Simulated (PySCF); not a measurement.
**Ga: excitation energy**

Ga [Ar] 3d10 4s2 4p1 (2P) → Ga [Ar] 3d10 4s2 4d1 (2D), as a difference of total energies. All numbers are calculated (PySCF 2.14, the spin-free X2C one-electron Hamiltonian (Gaussian nucleus), in x2c-QZVPPall with one added diffuse shell each of s, p, d, f type (12s8p6d5f1g, 110 functions)). Correlated levels: valence: [Ar] 3d10 frozen. The calculations carry no spin-orbit coupling.

```
           method  excitation energy (eV)
              UHF                   4.633
    MP2 (valence)                   4.664
SCS-MP2 (valence)                   4.673
   CCSD (valence)                   4.562
CCSD(T) (valence)                   4.523
```

Errors of the correlated levels include the incompleteness of this basis and the frozen core.

The promoted electron is Rydberg-like, and one or two diffuse shells describe it only roughly, which tends to raise the upper state.

The coupled-cluster amplitudes are large for the upper state (T1 above 0.03 or a double amplitude above 0.15), so a single reference is strained.

Q: Which method comes closest to the reference value, and which is furthest?

A: The reference is 4.245 eV (measured; NIST levels, between the centres of gravity of the two terms). Closest: CCSD(T) (valence) (error 0.278 eV); furthest: SCS-MP2 (valence) (error 0.428 eV).
